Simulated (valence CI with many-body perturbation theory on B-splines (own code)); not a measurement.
# Dy17+: M1 decay

Calculated by configuration interaction combined with many-body perturbation theory (CI+MBPT): three valence electrons over a frozen Dirac-Fock core [Kr] 4d10, a basis of 8 s, 8 p, 9 d, 9 f, 6 g, 3 h, 2 i functions for each j, with the one-electron correlation potential Σ1 (screened to all orders), the two-electron term Σ2, the three-electron term Σ3, Breit, model QED; selected single and double excitations, second order for the rest (own B-spline code, finite nucleus).

No measured levels were compared; by estimate terms of the open shell hold to a few per cent of their energy, and close levels can change places. Core correlation moves these levels by up to 39000 cm⁻¹, and in measured spectra 5 to 20 % of such shifts remained as error; rates that hang on mixing are uncertain with them.

Lines 51 to 100 of 120 in falling wavelength, among levels below 258660 cm⁻¹, chosen from the decays that carry over 1 % of a level's rate. Wavelengths and rates use the calculated energies, so an error of 2000 cm⁻¹ moves a line at 576.8 nm by 12 % and its rate by three times that or more. Weak lines are less certain than strong ones. Lines between different terms over intervals too small for the method are left out, as are lines whose strength nearly cancels. Where a level lies close to another of its J and parity, the split of strength between their lines is uncertain.

Names give the largest LS component (configuration and term), which can be under half, so a name can repeat, a term be missing and a line seem to break the LS rules; names also repeat where a configuration has a term twice. Letters in brackets count levels of one name in rising energy.

```
λ vac (nm)             Upper             Lower  Type   A (s⁻¹)  Branch %
     576.8      4f³ ²L°_15/2      4f³ ²K°_15/2    M1  1.81e+01      39.9
     563.3   4f³ ⁴G°_7/2 [b]   4f³ ²H°_9/2 [a]    M1  3.31e-01       1.6
     562.3   4f³ ²D°_3/2 [a]       4f³ ⁴F°_5/2    M1  1.91e+01      30.3
     553.2       4f³ ⁴D°_1/2   4f³ ²D°_3/2 [a]    M1  3.08e+00      28.0
     522.8      4f³ ²I°_13/2      4f³ ²K°_15/2    M1  1.62e+00       6.3
     512.2   4f³ ²H°_9/2 [a]      4f³ ⁴I°_11/2    M1  1.23e+01      27.9
     506.5       4f³ ²P°_1/2       4f³ ⁴S°_3/2    M1  1.73e+01      65.1
     506.5       4f³ ⁴G°_9/2   4f³ ²H°_9/2 [a]    M1  9.77e+00      33.6
     495.4      4f³ ²I°_11/2      4f³ ²K°_13/2    M1  2.18e+00       8.7
     489.7   4f³ ²G°_9/2 [a]       4f³ ⁴F°_7/2    M1  6.04e+00      10.7
     472.6      4f³ ²L°_17/2      4f³ ²K°_15/2    M1  1.68e+01      89.4
     452.7   4f³ ²D°_3/2 [a]       4f³ ⁴F°_3/2    M1  1.45e+01      23.0
     450.5       4f³ ⁴D°_5/2   4f³ ⁴G°_7/2 [a]    M1  7.17e-01       2.7
     445.1       4f³ ²D°_5/2       4f³ ⁴F°_7/2    M1  2.36e+01      59.8
     444.0       4f³ ²D°_5/2       4f³ ⁴S°_3/2    M1  2.90e+00       7.4
     432.2       4f³ ⁴D°_7/2       4f³ ⁴G°_9/2    M1  8.49e-01       6.1
     423.9      4f³ ²L°_15/2      4f³ ²K°_13/2    M1  2.32e+01      51.1
     423.3       4f³ ⁴D°_5/2       4f³ ⁴G°_5/2    M1  5.59e+00      21.4
     419.5       4f³ ⁴D°_3/2       4f³ ⁴G°_5/2    M1  7.30e-01       7.1
     415.1  4f³ ²H°_11/2 [a]      4f³ ⁴I°_13/2    M1  1.82e+01      43.0
     409.9      4f³ ²I°_11/2  4f³ ²H°_11/2 [a]    M1  8.66e+00      34.5
     397.9       4f³ ⁴D°_7/2   4f³ ⁴G°_7/2 [b]    M1  1.13e+00       8.2
     397.0       4f³ ²D°_5/2       4f³ ⁴F°_5/2    M1  5.16e+00      13.1
     393.9      4f³ ²I°_13/2      4f³ ²K°_13/2    M1  9.70e+00      37.6
     393.2   4f³ ²G°_9/2 [a]   4f³ ²H°_9/2 [a]    M1  1.69e+00       3.0
     377.9   4f³ ²H°_9/2 [a]       4f³ ⁴I°_9/2    M1  3.18e+01      72.2
     374.3       4f³ ²P°_1/2       4f³ ⁴F°_3/2    M1  8.42e+00      31.7
     368.2   4f³ ²H°_9/2 [b]   4f³ ⁴G°_7/2 [b]    M1  1.60e+01      38.8
     357.2      4f³ ²K°_15/2      4f³ ⁴I°_15/2    M1  3.09e+01      52.3
     353.4      4f³ ²K°_13/2      4f³ ⁴I°_13/2    M1  1.31e+01      29.1
     343.0       4f³ ⁴F°_9/2      4f³ ⁴I°_11/2    M1  6.77e+00      25.9
     340.5       4f³ ⁴D°_5/2       4f³ ⁴F°_7/2    M1  3.36e+00      12.9
     339.9       4f³ ⁴D°_5/2       4f³ ⁴S°_3/2    M1  1.79e+00       6.9
     339.0       4f³ ²D°_5/2       4f³ ⁴F°_3/2    M1  2.76e+00       7.0
     337.9      4f³ ²I°_13/2  4f³ ²H°_11/2 [a]    M1  2.37e+00       9.2
     337.4       4f³ ⁴D°_3/2       4f³ ⁴S°_3/2    M1  5.47e+00      53.1
     323.9   4f³ ²D°_3/2 [b]       4f³ ⁴S°_3/2    M1  7.31e+00       8.6
     323.9  4f³ ²H°_11/2 [a]      4f³ ⁴I°_11/2    M1  1.12e+01      26.5
     317.7       4f³ ⁴F°_7/2       4f³ ⁴I°_9/2    M1  8.56e-01      35.8
     311.6       4f³ ⁴D°_5/2       4f³ ⁴F°_5/2    M1  5.44e-01       2.1
     309.6       4f³ ⁴D°_3/2       4f³ ⁴F°_5/2    M1  1.02e+00       9.9
     301.3       4f³ ⁴D°_1/2       4f³ ⁴S°_3/2    M1  2.41e+00      21.9
     300.7       4f³ ⁴D°_7/2       4f³ ⁴F°_9/2    M1  4.81e-01       3.5
     298.2   4f³ ²D°_3/2 [b]       4f³ ⁴F°_5/2    M1  2.05e+01      24.2
     289.4      4f³ ²K°_15/2      4f³ ⁴I°_13/2    M1  2.55e+01      43.2
     285.0      4f³ ²K°_13/2      4f³ ⁴I°_11/2    M1  3.18e+01      70.9
     279.7      4f³ ²I°_11/2   4f³ ²H°_9/2 [a]    M1  3.70e+00      14.7
     277.1       4f³ ⁴F°_9/2       4f³ ⁴I°_9/2    M1  6.05e+00      23.1
     274.8       4f³ ⁴D°_5/2       4f³ ⁴F°_3/2    M1  5.41e+00      20.8
     273.2       4f³ ⁴D°_3/2       4f³ ⁴F°_3/2    M1  1.61e-01       1.6
```
